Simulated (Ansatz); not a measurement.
A nudged elastic band was laid between two geometries of AlFH₄NO (8 atoms, charge 0, multiplicity 2).

All numbers below come from UKS r2SCANh-D4/def2-SVP in Ansatz.

```yaml
movable_images: 5
climbing_image: yes
spring: 0.1 eV/Å²
optimiser: quadratic models (default)
start_path: through a guess of the saddle point
force_threshold: 0.05 eV/Å
iteration_limit: 60
end_points: relaxed
```

Initial state:

```xyz
8
Properties=species:S:1:pos:R:3
Al -0.131 0.129 0.322
F -0.450 1.663 0.897
N 1.504 -0.003 -0.574
H 1.798 -0.907 -0.945
H 2.325 0.483 -0.213
O -1.358 -0.833 -0.351
H -2.295 -0.647 -0.365
H 0.920 -0.733 1.348
```

Final state:

```xyz
8
Properties=species:S:1:pos:R:3
Al 0.577 -0.421 0.697
F 0.080 1.038 1.430
N 1.825 -0.204 -0.562
H 2.431 -0.938 -0.905
H 2.216 0.700 -0.807
O -1.296 -0.347 -0.138
H -1.897 -1.085 0.023
H -1.622 0.411 0.380
```

(1) Which bonds break or form, and what moves?

(2) Give the energies along the band, and the barrier.

(3) What is the geometry of the highest image?

## Answers

(1) Bonds broken: Al1–H8. Bonds formed: O6–H8.

(2) The run converged. The highest image is number 4 of 0 to 6, 137.1 kJ/mol above the first end and 117.5 kJ/mol above the last; the last end lies 19.6 kJ/mol above the first. Another band between the same ends (5 images) ends at a top of the same energy, where a vibrational analysis finds 1 clearly imaginary mode.

| image | path coordinate (Å) | energy (kJ/mol) | Al1–H8 (Å) | O6–H8 (Å) |
| --- | --- | --- | --- | --- |
| 0 | 0.00 | 0.0 | 1.70 | 2.84 |
| 1 | 2.41 | 67.4 | 3.24 | 3.99 |
| 2 | 4.83 | 69.3 | 4.15 | 5.02 |
| 3 | 7.24 | 69.6 | 4.33 | 4.93 |
| 4 | 9.67 | 137.1 | 2.56 | 3.44 |
| 5 | 11.38 | 87.9 | 2.06 | 1.49 |
| 6 | 13.09 | 19.6 | 2.37 | 0.97 |

(3) 
```xyz
8
Properties=species:S:1:pos:R:3:forces:R:3
Al 0.105 -0.664 0.081 0.01 -0.01 -0.04
F -0.028 0.780 1.700 0.00 0.00 0.03
N 1.641 -0.193 -0.689 -0.03 -0.01 0.01
H 2.562 -0.528 -0.440 0.00 0.00 0.00
H 1.678 0.293 -1.579 0.00 0.00 0.00
O -1.317 -0.178 -0.757 0.04 0.01 0.01
H -2.164 -0.611 -0.656 -0.01 -0.01 0.01
H -0.165 0.254 2.459 0.00 0.01 -0.03
```

Time of the run: 110 s on 4 threads of Intel(R) Xeon(R) 6975P-C (Granite Rapids), with other jobs on the host, peak memory 0.28 GiB.
